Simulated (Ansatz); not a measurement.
`ClC1C[SiH2]1`. Charge 0, multiplicity 1. The geometry is a stationary point of PBE0-D4/def2-TZVP.

```xyz
9

Cl   -0.361    2.288    0.513
C    -0.402    0.531    0.615
C     0.897   -0.219    0.302
Si   -0.483   -0.550   -0.890
H    -0.911    0.219    1.520
H     1.709    0.402   -0.062
H     1.219   -0.949    1.038
H    -0.424    0.095   -2.215
H    -1.244   -1.815   -0.822
```

Task: What is the dipole moment at B3LYP/def2-TZVPP? (An estimate is asked.)

Result: Ansatz gave: 1.99 D, with components (0.12, -1.98, -0.23) D in this frame, pointing from negative to positive charge.

Task: And with PBE, r2SCAN, ωB97M-V? (Best estimate.)

Result: Computed: PBE 1.83 D, r2SCAN 1.97 D, ωB97M-V 2.03 D.

Task: Give the Mulliken charges with B3LYP, PBE, r2SCAN in def2-TZVPP. (An estimate is asked.)

Result: Ansatz gave: 
```csv
atom,B3LYP,PBE,r2SCAN
Cl1,-0.15,-0.14,-0.16
C2,-0.07,-0.05,-0.03
C3,-0.26,-0.21,-0.23
Si4,0.27,0.19,0.29
H5,0.11,0.10,0.08
H6,0.10,0.10,0.08
H7,0.10,0.09,0.07
H8,-0.04,-0.04,-0.05
H9,-0.06,-0.05,-0.06
```

B3LYP here is the variant with VWN-RPA as its local correlation; programs differ in this.
